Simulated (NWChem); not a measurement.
System: SnBr2, singlet; SMILES [Br][Sn][Br]

NWChem input:

```
start job
memory heap 200 mb stack 900 mb global 1100 mb
geometry units angstroms noautoz
  Sn     0.000000     0.000000     0.954963
  Br    -1.941777     0.000000    -0.680978
  Br     1.941777     0.000000    -0.680978
end
basis spherical
  * library def2-svp
end
ecp
  Sn library def2-ecp
end
dft
  xc hcth407
  iterations 150
  mulliken
end
task dft energy
```

Parts of the log:

```
             Northwest Computational Chemistry Package (NWChem) 7.3.0
             --------------------------------------------------------

 C2V symmetry detected

                             Geometry "geometry" -> ""
                             -------------------------

 Output coordinates in angstroms (scale by  1.889725989 to convert to a.u.)

  No.       Tag          Charge          X              Y              Z
 ---- ---------------- ---------- -------------- -------------- --------------
    1 Sn                  50.0000     0.00000000     0.00000000     0.95429892
    2 Br                  35.0000    -1.94177700     0.00000000    -0.68164208
    3 Br                  35.0000     1.94177700     0.00000000    -0.68164208

 Effective nuclear repulsion energy (a.u.)     896.3724254535

      Symmetry information
      --------------------

 Group name             C2v
 Group number             16
 Group order               4
 No. of unique centers     2

                                 NWChem DFT Module
                                 -----------------

 Summary of "ao basis" -> "ao basis" (spherical)
 ------------------------------------------------------------------------------
       Tag                 Description            Shells   Functions and Types
 ---------------- ------------------------------  ------  ---------------------
 Sn                         def2-svp                10       26   4s4p2d
 Br                         def2-svp                12       32   5s4p3d

      Symmetry analysis of basis
      --------------------------

        a1         34
        a2         12
        b1         28
        b2         16

            General Information
            -------------------
          SCF calculation type: DFT
          Wavefunction type:  closed shell.
          No. of atoms     :     3
          No. of electrons :    92
           Alpha electrons :    46
            Beta electrons :    46
          Charge           :     0
          Spin multiplicity:     1
          Use of symmetry is: on ; symmetry adaption is: on
          Maximum number of iterations: 150
          AO basis - number of functions:    90
                     number of shells:    34
          Convergence on energy requested:  1.00D-06
          Convergence on density requested:  1.00D-05
          Convergence on gradient requested:  5.00D-04

              XC Information
              --------------
                      HCTH407 Method XC Functional
                      HCTH407  Exchange Functional  1.000
                   HCTH407  Correlation Functional  1.000

             Grid Information
             ----------------
          Grid used for XC integration:  medium
          Radial quadrature: Mura-Knowles
          Angular quadrature: Lebedev.
          Tag              B.-S. Rad. Rad. Pts. Rad. Cut. Ang. Pts.
          ---              ---------- --------- --------- ---------
          Sn                  1.45      123           8.0       590
          Br                  1.15      112          10.0       590
          Grid pruning is: on
          Number of quadrature shells:   235
          Spatial weights used:  Erf1

      Superposition of Atomic Density Guess
      -------------------------------------

 Sum of atomic energies:       -5393.26736005

      Non-variational initial energy
      ------------------------------

 Total energy =   -5357.644682
 1-e energy   =   -8514.496433
 2-e energy   =    2668.972786
 HOMO         =      -0.282666
 LUMO         =      -0.051800

      Symmetry analysis of molecular orbitals - initial
      -------------------------------------------------

  Numbering of irreducible representations:

     1 a1          2 a2          3 b1          4 b2

  Orbital symmetries:

     1 a1          2 b1          3 a1          4 b1          5 a1
     6 b1          7 b1          8 b2          9 a2         10 a1
    11 a1         12 b1         13 a1         14 b1         15 a1
    16 b2         17 a2         18 b1         19 a1         20 b1
    21 a1         22 b2         23 a1         24 b1         25 a1
    26 b2         27 a2         28 b1         29 a1         30 b2
    31 a2         32 b1         33 b1         34 a1         35 a1
    36 a2         37 b2         38 a1         39 b1         40 a1
    41 b1         42 a1         43 b2         44 a2         45 b1
    46 a1         47 b2         48 b1         49 a1         50 a1
    51 b1         52 a1         53 b2         54 a1         55 a2
    56 b2

     ---------------------------------------------
      Total Density - Mulliken Population Analysis
     ---------------------------------------------

    Atom       Charge   Shell Charges
 -----------   ------   -------------------------------------------------------
    1 Sn  22    20.79   1.60  0.43  1.23  0.66  3.28  2.71  0.49  0.32  9.77  0.31
    2 Br  35    35.61   2.00  2.00  2.00  1.38  0.59  6.00  5.99  2.43  3.22  8.23  1.73  0.05
    3 Br  35    35.61   2.00  2.00  2.00  1.38  0.59  6.00  5.99  2.43  3.22  8.23  1.73  0.05

   convergence    iter        energy       DeltaE   RMS-Dens  Diis-err
 ---------------- ----- ----------------- --------- --------- ---------
 d= 0,ls=0.0,diis     1  -5365.4241410844 -5.85D+03  2.66D-02  3.92D-01
 d= 0,ls=0.0,diis     2  -5365.0855672415  3.39D-01  1.73D-02  2.01D+00
 d= 0,ls=0.0,diis     3  -5365.4939453294 -4.08D-01  3.00D-03  4.02D-02
 d= 0,ls=0.0,diis     4  -5365.4978809754 -3.94D-03  8.67D-04  1.04D-02
 d= 0,ls=0.0,diis     5  -5365.4987546296 -8.74D-04  1.40D-04  4.29D-05
  Resetting Diis
 d= 0,ls=0.0,diis     6  -5365.4987586473 -4.02D-06  4.52D-05  1.32D-05
 d= 0,ls=0.0,diis     7  -5365.4987613340 -2.69D-06  2.00D-05  2.37D-07
 d= 0,ls=0.0,diis     8  -5365.4987611760  1.58D-07  1.28D-05  1.05D-06
 d= 0,ls=0.0,diis     9  -5365.4987613847 -2.09D-07  1.30D-06  1.52D-08

         Total DFT energy =    -5365.498761384696
      One electron energy =    -8520.374607271864
           Coulomb energy =     2871.423360281361
    Exchange-Corr. energy =     -204.426480128163
 Nuclear repulsion energy =      487.878965733970

 Numeric. integr. density =       92.000000528960

                  Occupations of the irreducible representations
                  ----------------------------------------------

                     irrep           alpha         beta
                     --------     --------     --------
                     a1               18.0         18.0
                     a2                6.0          6.0
                     b1               15.0         15.0
                     b2                7.0          7.0

                       DFT Final Molecular Orbital Analysis
                       ------------------------------------

 Vector   44  Occ=2.000000D+00  E=-2.603591D-01  Symmetry=a2
              MO Center=  2.0D-14,  1.5D-15, -6.5D-01, r^2= 5.1D+00
   Bfn.  Coefficient  Atom+Function         Bfn.  Coefficient  Atom+Function
  ----- ------------  ---------------      ----- ------------  ---------------
    42      0.427815  2 Br py                74     -0.427815  3 Br py
    39      0.384618  2 Br py                71     -0.384618  3 Br py
    36     -0.253573  2 Br py                68      0.253573  3 Br py
    33      0.082292  2 Br py                65     -0.082292  3 Br py
    17      0.051301  1 Sn d -2              22     -0.045058  1 Sn d -2

 Vector   45  Occ=2.000000D+00  E=-2.495865D-01  Symmetry=b1
              MO Center= -1.1D-13,  3.2D-15, -6.3D-01, r^2= 5.3D+00
   Bfn.  Coefficient  Atom+Function         Bfn.  Coefficient  Atom+Function
  ----- ------------  ---------------      ----- ------------  ---------------
    41      0.351749  2 Br px                73      0.351749  3 Br px
    38      0.321117  2 Br px                70      0.321117  3 Br px
    43     -0.244383  2 Br pz                75      0.244383  3 Br pz
    40     -0.229584  2 Br pz                72      0.229584  3 Br pz
    35     -0.210180  2 Br px                67     -0.210180  3 Br px

 Vector   46  Occ=2.000000D+00  E=-2.448863D-01  Symmetry=a1
              MO Center=  6.2D-14, -8.1D-16, -1.0D-01, r^2= 5.5D+00
   Bfn.  Coefficient  Atom+Function         Bfn.  Coefficient  Atom+Function
  ----- ------------  ---------------      ----- ------------  ---------------
    43     -0.394901  2 Br pz                75     -0.394901  3 Br pz
     3      0.364897  1 Sn s                 40     -0.344368  2 Br pz
    72     -0.344368  3 Br pz                 4      0.249301  1 Sn s
    37      0.226573  2 Br pz                69      0.226573  3 Br pz
    13      0.223216  1 Sn pz                 2     -0.142549  1 Sn s

 Vector   47  Occ=0.000000D+00  E=-1.409372D-01  Symmetry=b2
              MO Center=  9.8D-15, -1.8D-14,  7.6D-01, r^2= 4.0D+00
   Bfn.  Coefficient  Atom+Function         Bfn.  Coefficient  Atom+Function
  ----- ------------  ---------------      ----- ------------  ---------------
    12      0.586884  1 Sn py                15      0.530148  1 Sn py
    42     -0.243735  2 Br py                74     -0.243735  3 Br py
     9     -0.177145  1 Sn py                39     -0.174152  2 Br py
    71     -0.174152  3 Br py                 6     -0.163192  1 Sn py
    36      0.113852  2 Br py                68      0.113852  3 Br py

 Vector   48  Occ=0.000000D+00  E=-6.275919D-02  Symmetry=a1
              MO Center= -4.5D-13, -1.6D-15,  6.4D-01, r^2= 5.0D+00
   Bfn.  Coefficient  Atom+Function         Bfn.  Coefficient  Atom+Function
  ----- ------------  ---------------      ----- ------------  ---------------
    16      0.732099  1 Sn pz                 3     -0.535675  1 Sn s
    13      0.508582  1 Sn pz                41      0.393510  2 Br px
    73     -0.393510  3 Br px                31      0.243470  2 Br s
    63      0.243470  3 Br s                 38      0.204841  2 Br px
    70     -0.204841  3 Br px                 2      0.155335  1 Sn s

 Vector   49  Occ=0.000000D+00  E=-5.973103D-02  Symmetry=b1
              MO Center=  2.7D-13,  3.2D-15,  9.0D-01, r^2= 4.9D+00
   Bfn.  Coefficient  Atom+Function         Bfn.  Coefficient  Atom+Function
  ----- ------------  ---------------      ----- ------------  ---------------
    14      0.843202  1 Sn px                11      0.524193  1 Sn px
    43      0.343852  2 Br pz                75     -0.343852  3 Br pz
    31      0.278612  2 Br s                 63     -0.278612  3 Br s
    40      0.178983  2 Br pz                41      0.179016  2 Br px
    72     -0.178983  3 Br pz                73      0.179016  3 Br px

     ---------------------------------------------
      Total Density - Mulliken Population Analysis
     ---------------------------------------------

    Atom       Charge   Shell Charges
 -----------   ------   -------------------------------------------------------
    1 Sn  22    21.43   1.60  0.44  1.50  0.37  3.27  2.74  0.92  0.47  9.73  0.41
    2 Br  35    35.28   2.00  2.00  1.99  1.48  0.50  6.00  5.98  2.39  2.93  8.24  1.70  0.08
    3 Br  35    35.28   2.00  2.00  1.99  1.48  0.50  6.00  5.98  2.39  2.93  8.24  1.70  0.08

     -------------------------------------------
      Total Density - Lowdin Population Analysis
     -------------------------------------------

    Atom       Charge   Shell Charges
 -----------   ------   -------------------------------------------------------
    1 Sn  22    21.74   1.19  0.80  1.15  0.70  3.01  2.82  1.01  0.80  9.47  0.80
    2 Br  35    35.13   2.00  2.00  1.96  1.17  0.74  5.99  5.82  2.49  2.94  7.88  2.00  0.15
    3 Br  35    35.13   2.00  2.00  1.96  1.17  0.74  5.99  5.82  2.49  2.94  7.88  2.00  0.15

     Multipole analysis of the density
     ---------------------------------

     L   x y z        total         alpha         beta         nuclear
     -   - - -        -----         -----         ----         -------
     0   0 0 0     -0.000000    -46.000000    -46.000000     92.000000

     1   1 0 0      0.000000      0.000000      0.000000      0.000000
     1   0 1 0     -0.000000     -0.000000     -0.000000      0.000000
     1   0 0 1      1.132798     25.813487     25.813487    -50.494177

     2   2 0 0    -48.810310   -495.669324   -495.669324    942.528339
     2   1 1 0     -0.000000     -0.000000     -0.000000      0.000000
     2   1 0 1      0.000000      0.000000      0.000000      0.000000
     2   0 2 0    -42.751399    -21.375699    -21.375699      0.000000
     2   0 1 1      0.000000      0.000000      0.000000      0.000000
     2   0 0 2    -43.420571   -115.557171   -115.557171    187.693770
```

Level: HCTH/407/def2-SVP with def2 effective core potentials on Sn. Low-valent species are run as closed-shell singlets; no triplet was tried in these runs. Geometry: optimised at PBE0/def2-SVP. def2 effective core potentials on Sn; no spin-orbit coupling.
